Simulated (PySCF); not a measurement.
Numbering as in the mapped SMILES `[CH3:1][S:2][c:3]1[cH:4][cH:5][s:6][cH:7]1`. Each H is labelled by its parent atom.

Geometry: PBE0-D3(BJ)/def2-SVP; GIAO absolute shieldings from PySCF 2.14.0 with density-fitted response routines, gas phase, non-relativistic, averaged over equivalent atoms.

At PBE0/6-31G* (118 basis functions, 20 s wall time on 1 thread of an Arm Neoverse N1, shared host):
| atoms | σ (ppm) |
| --- | --- |
| C3 | 63.5 |
| C5 | 71.3 |
| C4 | 75.1 |
| C7 | 85.3 |
| C1 | 177.2 |
| S6 | 341.1 |
| S2 | 545.8 |
| H(C5) | 25.05 |
| H(C4) | 25.25 |
| H(C7) | 26.06 |
| H(C1) | 29.72 |

Q: Predict the values at B97-D/pcSseg-1 on the same geometry.

A: 
| atoms | σ at B97-D/pcSseg-1 | change |
| --- | --- | --- |
| C3 | 42.1 | -21.4 |
| C5 | 53.0 | -18.3 |
| C4 | 55.2 | -19.9 |
| C7 | 70.2 | -15.1 |
| C1 | 158.8 | -18.4 |
| S6 | 262.3 | -78.8 |
| S2 | 461.3 | -84.5 |
| H(C5) | 24.50 | -0.55 |
| H(C4) | 24.68 | -0.57 |
| H(C7) | 25.60 | -0.46 |
| H(C1) | 29.04 | -0.68 |

The largest change is at S2 (sulfide sulfur). Cost: 163 basis functions, 21 s wall time on 1 thread of an Arm Neoverse V2, shared host. The order of the carbon signals is the same at both levels.
